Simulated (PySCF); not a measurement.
Task: Write a Z-matrix for InChI=1S/C4H11As/c1-2-3-4-5/h2-5H2,1H3 as optimised with PBE0-D3(BJ)/def2-SVP.

Result: 
Z-matrix in Å and degrees, rows numbered from 1:
```
C 
C   1  1.5204
C   2  1.5250  1  113.24
C   3  1.5197  2  113.38  1   179.89
As  4  1.9764  3  116.82  2   179.96
H   1  1.1020  2  111.26  3   -59.54
H   1  1.1005  2  111.67  3  -179.75
H   1  1.1020  2  111.26  3    60.05
H   2  1.1045  1  109.71  3  -122.17
H   2  1.1045  1  109.71  3   122.14
H   3  1.1047  2  109.33  1   -57.68
H   3  1.1047  2  109.32  1    57.45
H   4  1.1032  3  110.81  2    58.64
H   4  1.1032  3  110.82  2   -58.62
H   5  1.5280  4   95.32  3   -46.39
H   5  1.5280  4   95.38  3    45.97
```

As5 (arsenic bonded to C and 2 H) is pyramidal (angles 95.4°, 95.3° and 91.8°, sum 282.5°, 0.88 Å off the plane of its three neighbours). The 5 heavy atoms lie in one plane (0.001 Å rms).

Method used: PBE0-D3(BJ)/def2-SVP geometry optimisation, gas phase in PySCF.

Point group: Cs (every atom within 0.08 Å of its image). PBE0-D3(BJ)/def2-SVP frequencies: not computed here. One conformer, not necessarily the lowest (C1–C2–C3–C4 180°, C2–C3–C4–As5 180°, C3–C4–As5–H -46° and 46°).
